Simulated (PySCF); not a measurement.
C5H7BO, SMILES OB(C#CC)C=C.

Geometry optimised at PBE0-D3(BJ)/def2-SVP. This is a generated structure with no PubChem entry under its InChIKey; it may be hypothetical. The values are those of a single conformer.

Two levels are set side by side: PBE/def2-TZVP (PySCF) and PBE0/def2-TZVP (PySCF). Same geometry, gas phase. Differences are taken from unrounded values.

| quantity | PBE0 |
|---|---|
| orbital gap (eV) | 6.21 |
| highest occupied level (eV) | -7.60 |
| lowest empty level (eV) | -1.39 |
| dipole moment (D) | 2.24 |
| mean polarisability (bohr³) | 80.0 |

Problem. What does PBE give, and how far is it from PBE0? (Estimate from the structure and the level; the computed values follow.)

Solution. 
```json
[
 {"quantity": "orbital gap (eV)", "PBE": "4.10", "PBE minus PBE0": "-2.11"},
 {"quantity": "highest occupied level (eV)", "PBE": "-6.38", "PBE minus PBE0": "1.22"},
 {"quantity": "lowest empty level (eV)", "PBE": "-2.27", "PBE minus PBE0": "-0.88"},
 {"quantity": "dipole moment (D)", "PBE": "2.26", "PBE minus PBE0": "0.02"},
 {"quantity": "mean polarisability (bohr³)", "PBE": "83.6", "PBE minus PBE0": "3.6"}
]
```

PBE's occupied levels lie high since its potential decays too fast outside the molecule; exact exchange lowers them and widens the gap. PBE's more diffuse valence density responds more strongly to a field. Differences between two approximate levels are no errors against the true value.

Rough cost on one machine, each run with all the roots and properties that it gave: PBE0 against PBE within a factor of 2.
